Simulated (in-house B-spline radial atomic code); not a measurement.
**Ionising Ru II (Ru+) with different functionals**

Computed with a B-spline radial code for spherical atoms: scalar-relativistic (spin-free X2C) Hamiltonian, Fermi nucleus of rms radius 4.4809 fm, spin-polarised at highest spin, spherical fractional occupations for the functionals, the average over the highest-spin determinants for Hartree-Fock. The ionisation energy is the difference of two self-consistent energies, [Kr] 4d7 → [Kr] 4d6, without Breit or QED terms; ε is the level of the shell that loses the electron (its least bound occupied spin orbital). There is no spin-orbit coupling in this Hamiltonian.

Hybrids are left out here: with spherical fractional occupations of an open shell their exact exchange keeps a self-interaction that integer-occupation calculations don't have.

```json
{"method": "Hartree-Fock", "rung": "Hartree-Fock", "ΔSCF (eV)": "14.41", "-ε(4d) (eV)": "15.97"}
{"method": "LDA VWN5", "rung": "LDA", "ΔSCF (eV)": "17.13", "-ε(4d) (eV)": "11.77"}
{"method": "LDA PW92", "rung": "LDA", "ΔSCF (eV)": "17.13", "-ε(4d) (eV)": "11.77"}
{"method": "LDA exchange-only", "rung": "LDA", "ΔSCF (eV)": "15.43", "-ε(4d) (eV)": "10.22"}
{"method": "PBE", "rung": "GGA", "ΔSCF (eV)": "16.72", "-ε(4d) (eV)": "11.38"}
{"method": "PBEsol", "rung": "GGA", "ΔSCF (eV)": "16.73", "-ε(4d) (eV)": "11.40"}
{"method": "BLYP", "rung": "GGA", "ΔSCF (eV)": "16.76", "-ε(4d) (eV)": "11.42"}
{"method": "RPBE", "rung": "GGA", "ΔSCF (eV)": "16.61", "-ε(4d) (eV)": "11.28"}
{"method": "PW91", "rung": "GGA", "ΔSCF (eV)": "16.80", "-ε(4d) (eV)": "11.46"}
{"method": "BP86", "rung": "GGA", "ΔSCF (eV)": "16.88", "-ε(4d) (eV)": "11.55"}
{"method": "AM05", "rung": "GGA", "ΔSCF (eV)": "16.76", "-ε(4d) (eV)": "11.41"}
{"method": "OLYP", "rung": "GGA", "ΔSCF (eV)": "16.60", "-ε(4d) (eV)": "11.20"}
{"method": "TPSS", "rung": "meta-GGA", "ΔSCF (eV)": "16.47", "-ε(4d) (eV)": "11.15"}
{"method": "SCAN", "rung": "meta-GGA", "ΔSCF (eV)": "16.25", "-ε(4d) (eV)": "11.03"}
{"method": "r2SCAN", "rung": "meta-GGA", "ΔSCF (eV)": "16.20", "-ε(4d) (eV)": "10.97"}
{"method": "revTPSS", "rung": "meta-GGA", "ΔSCF (eV)": "16.40", "-ε(4d) (eV)": "11.09"}
```

Q: How do they compare with the NIST value?

A: NIST lists 16.76 eV ± 0.06 (semi-empirical, ground level to ground level). Errors run from -2.35 to +0.37 eV; AM05 is closest (-0.00 eV), though others lie within the uncertainty of it, and part of that can be cancellation, since the calculations leave out spin-orbit coupling, Breit-QED terms, multiplet and fine-structure energies. Hartree-Fock also lacks correlation.
